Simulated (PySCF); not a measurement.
**Nuclear quadrupole coupling in `CO[C@@]1(C)C[C@]1([SiH3])C(=O)F`**

Compound: C6H11FO2Si.
SMILES with atom numbers: `[CH3:1][O:2][C@@:3]1([CH3:4])[CH2:5][C@:6]1([SiH3:7])[C:8](=[O:9])[F:10]` (hydrogens: H11, H12, H13 on C1; H14, H15, H16 on C4; H17, H18 on C5; H19, H20, H21 on Si7)

Geometry (GFN2-xTB, Å), atoms numbered from 1 in this order:
```
atom  x, y, z in Å
C1     2.1388    1.1058   -0.7132
O2     0.7421    0.9024   -0.6932
C3     0.3207   -0.3417   -0.2091
C4     0.5183   -1.5044   -1.1503
C5     0.3324   -0.5436    1.2635
C6    -0.9683   -0.1564    0.5833
Si7   -1.4953    1.6679    0.5927
C8    -1.9840   -1.1837    0.4875
O9    -1.9379   -2.3455    0.7244
F10   -3.1774   -0.6570    0.0441
H11    2.6166    0.4981   -1.4878
H12    2.5925    0.8743    0.2558
H13    2.2857    2.1592   -0.9420
H14    0.0121   -2.3875   -0.7713
H15    0.1169   -1.2574   -2.1317
H16    1.5787   -1.7313   -1.2546
H17    0.7902    0.2050    1.8921
H18    0.4090   -1.5563    1.6327
H19   -2.7460    1.7322    1.3512
H20   -0.4682    2.4253    1.3049
H21   -1.6860    2.1116   -0.7796
```

Field gradients from the PBE0/pcSseg-1 density (PySCF, non-relativistic), principal values in atomic units, ordered |Vxx| ≤ |Vyy| ≤ |Vzz|:

| atom | Vxx | Vyy | Vzz |
| --- | --- | --- | --- |
| O2 | 0.0159 | 1.9907 | -2.0065 |
| O9 | 0.5236 | 0.9937 | -1.5173 |

Q: Find the asymmetry η = (Vxx − Vyy)/Vzz and the couplings χ = eQV/h (234.96 MHz × Q in barn × V in au), with Q(17O) = −0.0256 b.

A: 
```csv
atom,environment,nucleus,η,χzz (MHz),χxx (MHz),χyy (MHz)
O2,ether oxygen,17O,0.98,12.07,-0.10,-11.97
O9,carbonyl oxygen,17O,0.31,9.13,-3.15,-5.98
```

At O2 η is above 0.9: Vyy and Vzz are nearly equal in size and opposite in sign, so a small change could swap them and flip the sign of χzz. The tensor is traceless: Vxx + Vyy + Vzz = 0.

Q: What is Vzz at O2 in SI units (1 au = 9.71736 × 10²¹ V/m²)?

A: -2.0065 au = -19.498 × 10²¹ V/m².

Q: And the gradient at the other heavy atoms, for which no coupling is worked out here?

A: 
| atom | environment | Vzz (au) | η |
| --- | --- | --- | --- |
| C1 | methoxy carbon | 0.414 | 0.07 |
| C3 | sp3 carbon bound to oxygen | 0.327 | 0.65 |
| C4 | methyl carbon | 0.103 | 0.41 |
| C5 | three-membered-ring carbon | 0.219 | 0.22 |
| C6 | sp3 carbon bound to silicon | 0.227 | 0.18 |
| Si7 | SiH3 silicon | 0.324 | 0.38 |
| C8 | acyl halide carbon | -0.530 | 0.29 |
| F10 | acyl fluorine | 2.510 | 0.33 |

Were the hydrogens deuterons (Q(2H) = 0.00286 b), χzz would run from 108 kHz (H19) to 221 kHz (H17).

The structure is a single GFN2-xTB conformer in the gas phase; no vibrational or solvent corrections. GFN2-xTB bond lengths can be off by several hundredths of an ångström, more for odd bonds, and the gradients follow them. A larger basis could move these couplings by a tenth or more.

The run behind these numbers computed NMR shieldings as well. On one thread, Arm Neoverse V1, no GPU (shared host), this took 55 s of wall time.
